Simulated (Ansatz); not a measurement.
Problem. Name a neutral molecule of C, N, Sb, Si and H with HOMO energy (B3LYP/def2-TZVPP) between -6.65 and -6.35 eV and HOMO energy (PBE0/def2-TZVPP) between -6.85 and -6.55 eV (Ansatz, PBE0-D4/def2-TZVP geometry).

Solution. `[CH2]1N[SiH2][SbH]1` (-6.57 eV, -6.79 eV); `C=N[SiH2][SbH2]` (-6.53 eV, -6.73 eV); `N[CH]([SiH3])[SbH2]` (-6.37 eV, -6.59 eV); `[CH3][Sb]([NH2])[SiH3]` (-6.50 eV, -6.67 eV). Other molecules can fit too; these were computed, each in one conformer that needn't be the lowest.

B3LYP here is the variant with VWN-RPA as its local correlation; programs differ in this.
